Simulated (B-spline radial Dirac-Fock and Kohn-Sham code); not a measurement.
# Relativistic shifts of the levels of Pd⁶⁺

System: the Pd⁶⁺ ion in the configuration [Kr] 4d4.

Both columns are ΔSCF binding energies of the configuration average from a B-spline atomic structure program: non-relativistic Hartree-Fock with a point nucleus, and Dirac-Fock with a finite nucleus and the Coulomb interaction alone, averaged over the two j levels with weights 2j+1.

| shell | Hartree-Fock (eV) | Dirac-Fock (eV) | shift (eV) | shift (%) |
| --- | --- | --- | --- | --- |
| 1s | 23813.0 | 24538.0 | +725.08 | +3.04 |
| 2s | 3559.7 | 3734.0 | +174.29 | +4.90 |
| 2p | 3300.0 | 3348.4 | +48.44 | +1.47 |
| 3s | 753.1 | 788.1 | +35.08 | +4.66 |
| 3p | 648.4 | 658.5 | +10.05 | +1.55 |
| 3d | 456.2 | 450.7 | -5.51 | -1.21 |
| 4s | 192.1 | 198.8 | +6.71 | +3.49 |
| 4p | 155.4 | 157.0 | +1.62 | +1.04 |
| 4d | 100.6 | 99.65 | -0.93 | -0.93 |

Relativity binds 1s, 2s, 2p, 3s, 3p, 4s, 4p more strongly, among those listed most of all 2s in relative terms, and 3d, 4d more weakly, because the contracted s and p shells screen the nucleus better.

Values without a named source are computed, but for edge energies of neutral atoms, which are taken from tables.
